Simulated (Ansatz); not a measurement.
`[OH][SnH2][OH]` → `[OH]`• + `[OH][SnH2]`• at 400 K and 1 bar (homolysis of the O–Sn bond).

Gas-phase electronic energies from Ansatz, PBE0-D4/def2-TZVP geometries. CCSD(T)/CBS adds triple-zeta CCSD(T) − MP2 to the extrapolated MP2 energy (def2 sets, frozen cores). This one scheme is used for every species. Open shells (•) are unrestricted, without spin–orbit coupling. Elements past krypton have def2 core potentials. For Sn outer-core shells are correlated without core-valence functions, which leaves a few kJ/mol of doubt a bond. Each species was taken in one conformer, which may not be the lowest.

| species | CCSD(T)/CBS energy (Eh) | H − E (kJ/mol) | S (J/(mol·K)) |
| --- | --- | --- | --- |
| `[OH][SnH2][OH]` | -366.80354 | 132.2 | 338.4 |
| `[OH]`• | -75.67771 | 34.1 | 192.6 |
| `[OH][SnH2]`• | -290.96609 | 85.6 | 302.3 |

H − E and S are ideal-gas, rigid-rotor, harmonic terms from PBE0-D4/def2-TZVP, for one conformer and one mirror image of each species, with the whole ground term of open shells counted as degenerate. 1 Eh = 2625.50 kJ/mol, R = 8.31446 J/(mol·K).

Task: By hand: ΔE, ΔH, ΔS and ΔG.

Result: ΔE = (-75.67771) + (-290.96609) − (-366.80354) = 0.15974 Eh = 419.4 kJ/mol. Δ(H − E) = 34.1 + 85.6 − 132.2 = -12.5, so ΔH = 406.9 kJ/mol. ΔS = 192.6 + 302.3 − 338.4 = 156.5 J/(mol·K). ΔG = 406.9 − 400 × (156.5)/1000 = 344.3 kJ/mol.

Task: By hand: the equilibrium constant, and the temperature at which ΔG would vanish if ΔH and ΔS stayed fixed.

Result: log₁₀ K = −ΔG/(RT ln 10) = -45.0. ΔG = 0 at ΔH/ΔS = 2600 K, far beyond where these terms or the molecules hold.

The number of gas molecules changes by +1, which sets the sign of ΔS. A doubt of 5 kJ/mol in ΔE shifts log₁₀ K by 0.7 here. Other conformers and mirror images would add mixing entropy, several J/(mol·K) or more a flexible species. These are equilibria of isolated gas molecules and say nothing of rates. Largest T1 diagnostic: 0.017 (customary marks: 0.02 for closed shells, 0.045 for open ones).
